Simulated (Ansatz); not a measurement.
C (SMILES [C+]), charge +1, doublet. Base run: MP2/cc-pVDZ in Ansatz (a first-principles code).

Ansatz was given this input:
Ansatz 0.2 input:
```yaml
crystal:
  periodic: [false, false, false]
  atoms:
    - {symbol: C, position_ang: [0.00000000, 0.00000000, 0.00000000]}
basis:
  gaussian:
    orbitals: cc-pVDZ
total_charge: 1
magnetization: {spin_polarized: true, initial_magnetization: 1}
correlation: {method: mp2}
```

The base run was repeated with changes; each row names its change, and settings that it needs were set with it.

| change | ΔE vs base (kcal/mol) | MP2 correlation (Eh) | basis functions |
|---|---|---|---|
| base | 0.000 | -0.04129 | 14 |
| method = bccd_t | -16.36 | -0.04129 | 14 |
| method = ccsd_t | -16.36 | -0.04129 | 14 |
| accuracy = high | 0.000 | -0.04129 | 14 |
| reference functional = pbe0 | -0.137 | - | 14 |
| method = bccd | -15.94 | -0.04129 | 14 |
| electrons = all | … | … | 14 |
| method = ccsd | -15.95 | -0.04129 | 14 |
| method = rpa | -16.79 | - | 14 |
| electrons = outside_noble_gas | 0.000 | -0.04129 | 14 |

Task: What belongs in the gaps?

Result: 
- electrons = all, ΔE vs base (kcal/mol): -0.82
- electrons = all, MP2 correlation (Eh): -0.04260
